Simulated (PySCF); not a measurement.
**¹⁷O chemical shifts**

All values are calculated (PySCF): geometry from GFN2-xTB, PBE0/pcSseg-1 with gauge-including orbitals. A single conformation, rapidly exchanging positions averaged, non-relativistic Hamiltonian, no solvent.

Shieldings were converted by a linear fit to measured shifts: ¹⁷O: δ = 266.70 − 0.911σ (rms 10.7 ppm, 155 shifts, 12.2 ppm with the 3 outliers that the fit left out vs liquid water, solution or neat liquid). A few per cent of atoms miss by over 2 rms, more outside the fitted compound classes.

Question: Give the ¹⁷O shifts of `CO[C@@H]1OCC[C@@H]1OC=O`, `C=C(CC(F)(F)F)[S@@](C)=O`, `COC(=O)c1occ(C(F)(F)F)p1`, `Clc1cocn1`, `C/N=C\c1coc(=O)o1`, `C=C[C@@H]1CC[Si]1(O)O`, `C=C(C)C(=C)C(=O)O`.

Answer: 
```json
{"compound": "[CH3:1][O:2][C@@H:3]1[O:4][CH2:5][CH2:6][C@@H:7]1[O:8][CH:9]=[O:10]", "environment": "O10: ester carbonyl oxygen", "δ (ppm)": "364.1"}
{"compound": "[CH3:1][O:2][C@@H:3]1[O:4][CH2:5][CH2:6][C@@H:7]1[O:8][CH:9]=[O:10]", "environment": "O8: ester alkoxy oxygen", "δ (ppm)": "168.2"}
{"compound": "[CH3:1][O:2][C@@H:3]1[O:4][CH2:5][CH2:6][C@@H:7]1[O:8][CH:9]=[O:10]", "environment": "O4: ether oxygen", "δ (ppm)": "44.8"}
{"compound": "[CH3:1][O:2][C@@H:3]1[O:4][CH2:5][CH2:6][C@@H:7]1[O:8][CH:9]=[O:10]", "environment": "O2: ether oxygen", "δ (ppm)": "13.0"}
{"compound": "C=C(CC(F)(F)F)[S@@](C)=O", "environment": "S=O oxygen", "δ (ppm)": "13.5"}
{"compound": "[CH3:1][O:2][C:3](=[O:4])[c:5]1[o:6][cH:7][c:8]([C:9]([F:10])([F:11])[F:12])[p:13]1", "environment": "O4: ester carbonyl oxygen", "δ (ppm)": "335.6"}
{"compound": "[CH3:1][O:2][C:3](=[O:4])[c:5]1[o:6][cH:7][c:8]([C:9]([F:10])([F:11])[F:12])[p:13]1", "environment": "O6: aromatic ring oxygen", "δ (ppm)": "277.7"}
{"compound": "[CH3:1][O:2][C:3](=[O:4])[c:5]1[o:6][cH:7][c:8]([C:9]([F:10])([F:11])[F:12])[p:13]1", "environment": "O2: ester alkoxy oxygen", "δ (ppm)": "121.8"}
{"compound": "Clc1cocn1", "environment": "aromatic ring oxygen", "δ (ppm)": "257.9"}
{"compound": "[CH3:1]/[N:2]=[CH:3]\\[c:4]1[cH:5][o:6][c:7](=[O:8])[o:9]1", "environment": "O8: carbonyl oxygen", "δ (ppm)": "233.4"}
{"compound": "[CH3:1]/[N:2]=[CH:3]\\[c:4]1[cH:5][o:6][c:7](=[O:8])[o:9]1", "environment": "O6: ring oxygen", "δ (ppm)": "180.9"}
{"compound": "[CH3:1]/[N:2]=[CH:3]\\[c:4]1[cH:5][o:6][c:7](=[O:8])[o:9]1", "environment": "O9: ring oxygen", "δ (ppm)": "166.2"}
{"compound": "[CH2:1]=[CH:2][C@@H:3]1[CH2:4][CH2:5][Si:6]1([OH:7])[OH:8]", "environment": "O7: oxygen bonded to Si, H", "δ (ppm)": "8.8"}
{"compound": "[CH2:1]=[CH:2][C@@H:3]1[CH2:4][CH2:5][Si:6]1([OH:7])[OH:8]", "environment": "O8: oxygen bonded to Si, H", "δ (ppm)": "7.3"}
{"compound": "[CH2:1]=[C:2]([CH3:3])[C:4](=[CH2:5])[C:6](=[O:7])[OH:8]", "environment": "O7: carbonyl oxygen", "δ (ppm)": "345.2"}
{"compound": "[CH2:1]=[C:2]([CH3:3])[C:4](=[CH2:5])[C:6](=[O:7])[OH:8]", "environment": "O8: acid hydroxyl oxygen", "δ (ppm)": "152.1"}
```

In solution the two oxygens of a carboxylic acid give one averaged line by proton exchange, and hydrogen bonding shields acid and N–H amide carbonyl oxygens by tens of ppm; neither is in these numbers.
